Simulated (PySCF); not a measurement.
Species: C6H8NO (doublet state).
Atom-mapped SMILES: `[CH3:1]/[CH:2]=[C:3]1/[CH2:4][C:5]1[NH:6][CH:7]=[O:8]` (hydrogens: H9, H10, H11 on C1; H12 on C2; H13, H14 on C4; H15 on N6; H16 on C7)

Structure used (GFN2-xTB), in Å, numbered top down from 1:
```xyz
16
C6H8NO angstrom
C     -2.605    0.471    0.330
C     -1.808   -0.740   -0.021
C     -0.470   -0.747   -0.106
C      0.776   -1.545   -0.377
C      0.737   -0.113   -0.024
N      1.470    0.999    0.186
C      2.838    1.056    0.114
O      3.561    0.124   -0.142
H     -1.959    1.327    0.506
H     -3.199    0.289    1.228
H     -3.300    0.717   -0.474
H     -2.358   -1.650   -0.213
H      1.020   -1.837   -1.393
H      1.125   -2.265    0.357
H      0.962    1.846    0.413
H      3.203    2.077    0.323
```

The hyperfine couplings belong to this conformer and change with its torsions.

Level of theory: UKS B3LYP, pcH-1 on C H N O, non-relativistic, mean-field spin-orbit, GIAO in PySCF. Geometry: GFN2-xTB, one conformer, isolated molecule. A GFN2-xTB geometry isn't a minimum of the functional, and hyperfine couplings can be far from their values at a DFT geometry. Stability of the SCF solution: not tested.

The Mulliken spin populations are largest on C5 (+0.55), C2 (+0.53), C3 (-0.20) and O8 (+0.09). The angles at C5 add up to 360.0°, so it is planar.

Task: McConnell's relation a(H) = Q·ρ ties the coupling of a proton on a planar π carbon to the spin population of that carbon. What Q do the computed values give?

Result: 
```json
{"H": "H12", "C": "C2", "ρ(C)": "+0.527", "a(H) (G)": "-12.09", "a/ρ (G)": "-22.9"}
```

One proton gives one ratio, Q = -22.9 G, and no test of linearity.

Couplings in gauss use g_iso = 2.0030.
